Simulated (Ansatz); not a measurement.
Consider the silylene formation by 1,1-elimination: `C[Si](F)(F)I` → `F[Si]F` + `CI`.

Isolated molecules relaxed with PBE0-D4/def2-TZVP in Ansatz; ΔE leaves out vibrations. CBS: MP2 limit from def2 TZ/QZ plus the TZ coupled-cluster correction, frozen cores. This one scheme is used for every species. Functionals use def2-TZVPP. B3LYP here is the variant with VWN-RPA as its local correlation; programs differ in this. def2 core potentials past Kr. For I outer-core shells are correlated without core-valence functions, which leaves a few kJ/mol of doubt a bond.

`C[Si](F)(F)I`:

Z-matrix (Å, degrees):
```
C
Si 1 1.836
H 1 1.091 2 110.4
H 1 1.093 2 109.7 3 120.0
H 1 1.091 2 110.4 3 -120.1
F 2 1.585 1 110.5 3 -178.8
F 2 1.585 1 110.5 3 -61.3
I 2 2.419 1 113.1 3 59.9
```

`F[Si]F`:

Cartesian coordinates in Å:
```
F -0.772 -1.018 0.046
Si 0.468 -0.105 0.485
F 0.304 1.123 -0.531
```

`CI`:

Cartesian coordinates in Å:
```
C 0.031 -0.119 0.192
I -0.260 0.994 -1.600
H 1.085 -0.374 0.254
H -0.270 0.510 1.023
H -0.585 -1.011 0.131
```

```
             level  ΔE (kJ/mol)  difference from CCSD(T)/CBS
         revPBE-D4        276.2                        -11.5
         r2SCAN-D4        310.3                         22.6
          BHLYP-D4        299.5                         11.8
      CAM-B3LYP-D4        284.3                         -3.4
            r2SCAN        307.6                         19.9
             B3LYP        258.5                        -29.2
      MP2/def2-SVP        289.4                          1.7
SCS-MP2/def2-TZVPP        283.9                         -3.8
     HF/def2-QZVPP        282.5                         -5.2
     MP2/CBS(def2)        308.0                         20.3
       CCSD(T)/CBS        287.7                            0
```

Problem. What do rigid-rotor, harmonic-oscillator terms from PBE0-D4/def2-TZVP frequencies (298.15 K, 1 bar) make of the CCSD(T)/CBS value? (Best estimate.)

Solution. Computed: ΔZPE = -7.3 kJ/mol, ΔH = +281.9 kJ/mol, ΔS = 153 J/(mol·K), ΔG = +236.2 kJ/mol.

Largest T1 diagnostic among the species: 0.015.

The D4 term adds +17.6 kJ/mol with B3LYP and +9.5 kJ/mol with PBE0; it sums over pairs of atoms, weighted by their polarisabilities, and B3LYP, whose exchange is more repulsive, gets the larger term. Leaving LDA and LC-ωPBE aside and taking each functional with its dispersion term where it has one, the values, not all of them listed here, spread over 63.5 kJ/mol, from BLYP-D4 to r2SCAN0-D4. LDA lies +38.7 kJ/mol from PBE without D4.
